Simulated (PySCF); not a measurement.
Compound: C7H8N2Si.
SMILES with atom numbers: `[CH:1]#[C:2][c:3]1[n:4][n:5][cH:6][c:7]([SiH3:8])[c:9]1[CH3:10]`

Structure used (GFN2-xTB), in Å, numbered top down from 1:
```xyz
18
C7H8N2Si angstrom
C     -3.718    0.452   -0.629
C     -2.590    0.649   -0.267
C     -1.262    0.889    0.170
N     -1.063    2.027    0.828
N      0.114    2.331    1.270
C      1.129    1.514    1.078
C      1.036    0.293    0.399
Si     2.552   -0.813    0.174
C     -0.226   -0.035   -0.084
C     -0.484   -1.304   -0.826
H     -4.705    0.288   -0.942
H      2.072    1.851    1.487
H      2.843   -0.912   -1.258
H      2.248   -2.135    0.725
H      3.666   -0.196    0.890
H     -1.492   -1.316   -1.235
H      0.236   -1.420   -1.636
H     -0.367   -2.155   -0.156
```

Definitions: NICS(0) = −σiso at the ring centroid; NICS(1) = −σiso and NICS(1)zz = −σzz at ±1 Å along the ring normal z. Level: GIAO PBE0/pcSseg-1 (PySCF, non-relativistic, gas phase) on the GFN2-xTB geometry, one conformer.

Ring bond lengths (Å), with Mayer bond orders in brackets: C3–N4 1.330 (1.54), N4–N5 1.293 (1.34), N5–C6 1.317 (1.50), C6–C7 1.400 (1.34), C7–C9 1.391 (1.40), C9–C3 1.411 (1.21).

Question: Give the NICS values of each ring in ppm.

Answer: 
| ring | type | NICS(0) | NICS(1), two faces | NICS(1)zz, two faces | rms pucker (Å) | centre to ring atoms, mean (Å) |
| --- | --- | --- | --- | --- | --- | --- |
| C3–N4–N5–C6–C7–C9 | 6-membered ring with 2 N; formal bonds all aromatic | -4.9 | -11.0 / -11.0 | -25.6 / -25.5 | 0.00 | 1.36 |

Question: What do they say, and how far can they be read as aromaticity?

Answer: 
- C3–N4–N5–C6–C7–C9: mean NICS(1)zz -25.5 ppm, shielded. The ring is flat and has no four-coordinate atom; by the NICS criterion it is aromatic. NICS(0) lies 6 ppm above the mean NICS(1).

Question: And the bond-length index? HOMA takes Krygowski's 1993 parameters.

Answer: 
- C3–N4–N5–C6–C7–C9: HOMA 0.96; the largest term is that of C9–C3, α(R − Ropt)² = 0.13. The geometric and the magnetic index point the same way.

Question: Give the inner angles of the rings and the Hirshfeld charges of the ring atoms.

Answer: 
- C3–N4–N5–C6–C7–C9: C3 122.7° (+0.054 e), N4 120.4° (-0.093 e), N5 120.4° (-0.107 e), C6 124.1° (+0.012 e), C7 115.8° (-0.088 e), C9 116.7° (+0.029 e); sum 720.0° against 720° for a flat convex ring.

Question: What are the shieldings of the ring atoms and their hydrogens in the same run (means over atoms taken as equivalent)?

Answer: 
| atoms | environment | σ isotropic (ppm) | principal values of the symmetric part, first atom (ppm) |
| --- | --- | --- | --- |
| C3 | substituted aromatic carbon | 36.6 | -91.4, 61.6, 139.5 |
| N4 | pyridine-type nitrogen | -216.6 | -684.5, -206.8, 241.5 |
| N5 | pyridine-type nitrogen | -186.5 | -612.7, -201.4, 254.7 |
| C6 | aromatic CH next to a ring nitrogen | 30.6 | -90.5, 44.2, 138.0 |
| C7 | substituted aromatic carbon | 55.4 | -52.2, 28.4, 189.9 |
| C9 | substituted aromatic carbon | 35.1 | -77.1, 2.3, 180.0 |
| H12 | aromatic hydrogen | 22.35 | 18.9, 19.1, 29.0 |
